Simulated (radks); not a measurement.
The antimony ion Sb4+, configuration [Ar] 3d10 4s2 4p5.5 4d10 5s1 6s0.5 (fractional occupations, a model configuration). All-electron calculation, Dirac Kohn-Sham, PW91, spin-unpolarised, spherical densities, point nucleus; open shells fill j = l - 1/2 first. Program: a radial shooting solver on a logarithmic mesh with Libxc functionals.

Unscreened Slater integrals over Kohn-Sham orbitals (cm^-1). Large and small components are both included. Empty in this configuration: 5p1/2.

| integral | value |
|---|---|
| F0(6s1/2,6s1/2) | 51392 |
| F0(6s1/2,5s1/2) | 62648 |
| G0(6s1/2,5s1/2) | 4101.5 |
| F0(6s1/2,4d5/2) | 67759 |
| G2(6s1/2,4d5/2) | 3465.9 |
| F0(6s1/2,4d3/2) | 67821 |
| G2(6s1/2,4d3/2) | 3409.1 |
| F0(6s1/2,5p1/2) | 61378 |
| G1(6s1/2,5p1/2) | 6465.7 |
| F0(5s1/2,5s1/2) | 103620 |
| F0(5s1/2,4d5/2) | 124960 |
| G2(5s1/2,4d5/2) | 17561 |
| F0(5s1/2,4d3/2) | 125190 |
| G2(5s1/2,4d3/2) | 17058 |
| F0(5s1/2,5p1/2) | 97487 |
| G1(5s1/2,5p1/2) | 66516 |
| F0(4d5/2,4d5/2) | 198070 |
| F2(4d5/2,4d5/2) | 100340 |
| F4(4d5/2,4d5/2) | 66478 |
| F0(4d5/2,4d3/2) | 199160 |
| F2(4d5/2,4d3/2) | 100860 |
| G2(4d5/2,4d3/2) | 100770 |
| G4(4d5/2,4d3/2) | 66777 |
| F0(4d5/2,5p1/2) | 113710 |
| G3(4d5/2,5p1/2) | 11537 |
| F0(4d3/2,4d3/2) | 200280 |
| F2(4d3/2,4d3/2) | 101410 |
| F0(4d3/2,5p1/2) | 113890 |
| G1(4d3/2,5p1/2) | 12221 |
| F0(5p1/2,5p1/2) | 92548 |
